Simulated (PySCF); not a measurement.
**Spinor energies of Hg⁶⁴⁺ (mercury, charge +64)**

Start: [Ne] 3s2 3p4; 3p1/2 filled at m_j = -1/2, +1/2; 3p3/2 filled at m_j = +1/2, +3/2. Calculated with PySCF 2.14 in an even-tempered Gaussian basis (17 s from 21 bohr⁻², ratio 2.4; 14 p from 28 bohr⁻², ratio 2.4; 4 d from 96 bohr⁻², ratio 2.6; 4 f from 140 bohr⁻², ratio 2.6): generalised Hartree-Fock with the X2C-1e Hamiltonian and a Gaussian nucleus; one run each with spin-orbit coupling (SO) switched off, then screened by Boettger's factors.

```tsv
spinor shell	electrons	ε, spin-free (eV)	ε, screened SO (eV)	weight of nominal j (screened SO)	rms radius, screened SO (bohr)
1s1/2	2	-88850.8	-88809.2	1.000	0.0187
2s1/2	2	-20032.7	-20017.1	1.000	0.0746
2p1/2	2	-18007.0	-19441.1	1.000	0.0630
3s1/2	2	-7955.0	-7949.4	1.000	0.180
3p1/2	2	-7367.8	-7733.0	1.000	0.170
3p3/2	2	-7367.8	-7216.9	1.000	0.183
```

Q: Where does 2p3/2 lie, and what is the 2p spin-orbit splitting (screened SO)?

A: At -17439.1 eV, 2001.9 eV above 2p1/2.

```csv
quantity,spin-free,screened SO
E (hartree),-14892.68887,-14934.33846
M_J,2,2
⟨J²⟩,6.000,6.001
⟨L²⟩,2.000,3.329
⟨S²⟩,2.000,1.414
```

Each row is a mean over spinors that exchange with the open shell spreads, by up to 42.475 eV (3s1/2).

Breit and QED terms are absent; they matter most for the inner s and p1/2 levels.

Densities and radii are taken from the X2C orbitals without a picture-change correction, which distorts them close to the nucleus.

Without spin-orbit coupling the j labels of p, d and f shells carry no meaning; the spin-free column gives the mean over the occupied spinors of each nl shell.
